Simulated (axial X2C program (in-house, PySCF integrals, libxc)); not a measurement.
Spectroscopic constants of GaTe⁺

All values were computed with an in-house all-electron X2C program for linear molecules (integrals from PySCF). Spin-free means the one-electron spin-free X2C Hamiltonian. Basis: Te dyall-cv3z [11s12p8d4f1g], Ga dyall-cv3z [9s9p7d4f1g] (cores contracted in-house); Gaussian nuclei, density fitting, unrestricted open shells. Masses: Te 129.906 u, Ga 68.926 u.

State, spin-free: M_S = 1, Λ = 0 (beyond evenly filled blocks: π+α, π-α); electrons by block: σα: 18, σβ: 18, π+α: 9, π+β: 8, π-α: 9, π-β: 8, δ+α: 3, δ+β: 3, δ-α: 3, δ-β: 3. Fragments: Te + Ga+.

```csv
Hamiltonian,level,Re (Å),ωe (cm⁻¹),De (eV),μ (D)
spin-free,PBE0,3.129,112.3,0.973,4.06
spin-free,HF,3.306,89.3,0.597,5.53
spin-free,MP2,3.192,104.4,0.777,n/a
spin-free,CCSD,3.196,103.7,0.761,n/a
spin-free,CCSD(T),3.182,106.2,0.797,n/a
spin-free,PW91,3.132,111.8,1.08,3.83
```

Correlated methods: 8 electrons correlated (number of frozen shells: Te 4 s, 3 p, 2 d; Ga 3 s, 2 p, 1 d), 310 virtual spin orbitals or spinors in MP2, 90 natural virtuals in coupled cluster.

Dipoles are positive if Ga is the positive end and refer to the centre of mass.

Occupations by symmetry block were frozen at the best pattern of an incomplete PBE0 search. De is counted from the lowest determinant-based energies of the atoms at the same level, without counterpoise correction. CCSD and (T) use frozen natural virtuals with an MP2 correction for the truncation; (T) itself is uncorrected, so its De runs slightly low. Other states lie close and PBE0, whose exact exchange favours high spin, may order them wrongly; the determinant shown need not be the ground state. The nearest other spin-free determinant of the search, M_S = 0, Λ = 2, lies 0.95 eV up at the distance of the search. At some level and bond length an empty orbital lies below a filled one. With the outer-core shells frozen, correlated bond lengths of heavy atoms tend to come out a few hundredths of an ångström too long. Spin-free De lacks the spin–orbit lowering of the heavy p-block atom, a tenth of an eV or more for 4p and 5p, up to an eV for 6p and one to two eV for 7p atoms, less what an open-shell molecule gains itself.

No reliable constants came from CCSD (2c), CCSD(T) (2c), HF (2c), MP2 (2c), PBE0 (2c), PW91 (2c): no minimum in range, unconverged points, a curve that is not smooth, a change of character along it, or the two Hamiltonians disagreeing along it.

The whole task took 3.9 min on 1 thread of Arm Neoverse V1 (shared host).
